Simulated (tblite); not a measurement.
Isomers of C2H9NOSi. Level: GFN2-xTB in tblite, geometry and Hessian alike; calculated harmonic values, unscaled, isolated species. Against measured fundamentals such values can be off by several per cent, at times by over 20. Modes of hydrogen on silicon can be 10 to 20 % off. One conformer each.

Electronic energies: GFN2-xTB at the same geometries; isomer energies are rough at this level and their order can be wrong.

```json
{"SMILES": "CO[Si@H](C)N", "electronic energy, lowest = 0 (kJ/mol)": "20.7"}
{"SMILES": "CC[Si@@H](N)O", "electronic energy, lowest = 0 (kJ/mol)": "1.7"}
{"SMILES": "CN[Si@H](C)O", "electronic energy, lowest = 0 (kJ/mol)": "0.0"}
```

Q: How do GFN2-xTB zero-point energies change the relative energies?

A: 
| SMILES | ZPE (kJ/mol) | of it from modes above 1550 cm⁻¹ | electronic (kJ/mol) | with ZPE, lowest = 0 (kJ/mol) | lowest mode (cm⁻¹) | rings |
| --- | --- | --- | --- | --- | --- | --- |
| CN[Si@H](C)O | 294.8 | 163.7 | 0.0 | 0.0 | 96 | 0 |
| CC[Si@@H](N)O | 296.5 | 167.1 | 1.7 | 3.4 | 55 | 0 |
| CO[Si@H](C)N | 293.4 | 162.5 | 20.7 | 19.3 | 75 | 0 |

The zero-point energies span 3.1 kJ/mol, from `CO[Si@H](C)N` to `CC[Si@@H](N)O`. The order is unchanged.

Q: What do entropy and thermal enthalpy add at 298.15 K and 1 bar (rigid rotor, harmonic oscillator, one conformer each)?

A: 
| SMILES | point group | symmetry number | S (J/(mol K)) | H − H(0) (kJ/mol) | ZPE + H − H(0) − TS (kJ/mol) |
| --- | --- | --- | --- | --- | --- |
| CN[Si@H](C)O | C1 | 1 | 364.3 | 24.49 | 210.6 |
| CC[Si@@H](N)O | C1 | 1 | 362.8 | 24.14 | 212.4 |
| CO[Si@H](C)N | C1 | 1 | 377.2 | 25.53 | 206.5 |
